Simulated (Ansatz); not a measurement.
Basis-set extrapolation for CH$_{8}$AlClSi$_{2}$, SMILES `[AlH2][SiH]([SiH3])CCl` (PBE0-D4/def2-TZVP geometry, frozen core, Ansatz). Multiplicity 1, RHF reference.

|  | def2-TZVPP | def2-QZVPP |
| --- | --- | --- |
| HF | -1321.846028 | -1321.885247 |
| MP2 correlation | -0.699996 | -0.755205 |
| CCSD(T) correlation | -0.812832 | not run |

Energies in hartree. Use E(X) = E(∞) + A·exp(−7.88·√X) for Hartree–Fock and E(X) = E(∞) + B·X^(−2.97) for correlation, with X = 3 and 4, and add CCSD(T) minus MP2 of the smaller set to the MP2 limit.

**Question.** What is the CCSD(T) energy at the basis-set limit?

**Answer.** HF limit: -1321.885247 + (-0.039219) × 0.13774 = -1321.89065. MP2 limit: -0.755205 + (-0.055209) × 0.74074 = -0.79610. Higher-order term: -0.812832 − (-0.699996) = -0.11284. Total: -1322.79959 hartree, 369.5 kJ/mol below CCSD(T)/def2-TZVPP.
